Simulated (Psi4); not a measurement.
C$_{2}$H$_{8}$ClNSi (SMILES CNC[SiH2]Cl), singlet, geometry from GFN2-xTB. Base run: SVWN/6-31G run with Psi4.

Geometry (Å):
```xyz
13

C      2.8626     0.3621     0.7779
N      1.4188     0.2532     0.7712
C      0.8157     0.7587    -0.4510
Si    -1.0824     0.6342    -0.3419
Cl    -1.5751    -1.3176    -0.1902
H      3.2473    -0.0607     1.7044
H      3.1323     1.4184     0.7380
H      3.3440    -0.1476    -0.0715
H      1.1546    -0.7189     0.9031
H      1.1066     1.8086    -0.5457
H      1.2042     0.2495    -1.3515
H     -1.5710     1.3192     0.8481
H     -1.6900     1.1546    -1.5660
```
Charge 0, spin multiplicity 1.
All else is at Psi4's defaults (density fitting, Cartesian functions).
Base energy -882.63971 Eh.

Variants of this job, named by their change:

| change | ΔE vs base (mEh) | SCF cycles | grid points | basis functions |
|---|---|---|---|---|
| base | 0.000 | 11 | 277192 | 69 |
| dft_pruning_scheme = treutler | -0.001 | 11 | 151898 | 69 |
| dft_nuclear_scheme = becke | 0.032 | 11 | 274940 | 69 |
| d_convergence = 1e-8 | 0.000 | 13 | 277192 | 69 |
| dft_radial_scheme = multiexp | 0.005 | 11 | 291693 | 69 |
| level_shift = 0.3 | 0.000 | 9 | 277192 | 69 |
| e_convergence = 1e-10 | 0.000 | 12 | 277192 | 69 |
| diis_max_vecs = 15 | 0.000 | 11 | 277192 | 69 |
| guess = huckel | 0.000 | 10 | 277192 | 69 |
| cholesky_tolerance = 1e-3 (with scf_type cd) | … | 10 | 277192 | 69 |
| df_basis_scf = cc-pvqz-jkfit | 0.073 | 11 | 277192 | 69 |
| dft_spherical_points = 974 | -0.001 | 11 | 892308 | 69 |
| df_basis_scf = def2-universal-jkfit | 0.012 | 11 | 277192 | 69 |

Some entries are withheld; supply them.


- cholesky_tolerance = 1e-3 (with scf_type cd), ΔE vs base (mEh): -9.664
